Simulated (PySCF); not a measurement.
Molecule (SMILES): [AlH] (AlH) (closed-shell singlet).
Geometry (B3LYP-D3(BJ)/def2-TZVP, fixed):
```xyz
2

Al     0.0000     0.0000    -0.1187
H      0.0000     0.0000     1.5432
```

Basis-set convergence of the isotropic shielding of H2 at HF with PySCF. GIAO, no density fitting; atoms are numbered in the order shown. All functions are spherical. No added dispersion term, no relativity. Reference: the value in pcSseg-3, 23.60 ppm, itself unsure by roughly 0.02 ppm (its mean distance from pcseg-4, cc-pCVQZ, cc-pV(5+d)Z). Deviations are taken from unrounded values.

```
basis              functions
-----------------  ---------
STO-3G                    10
3-21G                     15
6-31G                     15
6-31G*                    20
6-31G**                   23
6-31+G*                   24
6-311G**                  32
6-311+G**                 36
6-311++G(2d,2p)           45
6-311++G(3df,3pd)         65
```

Task: Which is the smallest Pople set listed that can be trusted to 0.1 ppm here, that is, within that of the reference together with its larger relatives (same family, alike in diffuse functions; a set with none to test it counts only in the reference's own line)?

Result: Of the sets listed that have larger relatives (same family, alike in diffuse functions), none stays within 0.1 ppm of the reference together with them. Inside, with no larger relative to test it: 6-311++G(3df,3pd). Value minus reference: STO-3G 6.82, 3-21G -2.51, 6-31G -2.48, 6-31G* -0.83, 6-31G** -0.78, 6-31+G* -0.69, 6-311G** -0.34, 6-311+G** -0.29, 6-311++G(2d,2p) -0.15, 6-311++G(3df,3pd) -0.04 ppm.
